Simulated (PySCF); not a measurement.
Compound: borazine, B₃H₆N₃.
SMILES: `B1NBNBN1`

The closed-shell ground state was solved at several levels (PySCF, density fitting, gas phase, non-relativistic). Isolated species at its PBE0-D3(BJ)/def2-TZVP geometry, gas phase. The dipole stays under 0.02 D at every level.

```json
{"level": "CAM-B3LYP/aug-cc-pVTZ", "basis functions": "414", "total energy (Eh)": "-242.6362", "HOMO (eV)": "-9.53", "LUMO (eV)": "0.27", "gap (eV)": "9.80"}
{"level": "wB97X-D/aug-cc-pVTZ", "basis functions": "414", "total energy (Eh)": "-242.6757", "HOMO (eV)": "-10.03", "LUMO (eV)": "0.84", "gap (eV)": "10.87"}
{"level": "PBE0/aug-cc-pVTZ", "basis functions": "414", "total energy (Eh)": "-242.4534", "HOMO (eV)": "-8.18", "LUMO (eV)": "-0.05", "gap (eV)": "8.13"}
```

Q: What might PBE0/pcSseg-2 (300 basis functions) give for the same quantities?

A: Total energy -242.4589 Eh, HOMO -8.18 eV, LUMO 0.30 eV, gap 8.48 eV.

Q: Over all these levels, which gives the widest orbital gap and which the narrowest?

A: wB97X-D/aug-cc-pVTZ (range-separated hybrid) has the widest, 10.87 eV, and PBE0/aug-cc-pVTZ (global hybrid, 25 % exact exchange) the narrowest, 8.13 eV. The two share the basis. From the narrowest to the widest the HOMO moves by -1.85 eV and the LUMO by +0.89 eV.

Note: wB97X-D ran without an empirical dispersion term, which enters the total energy and its gradient alone.
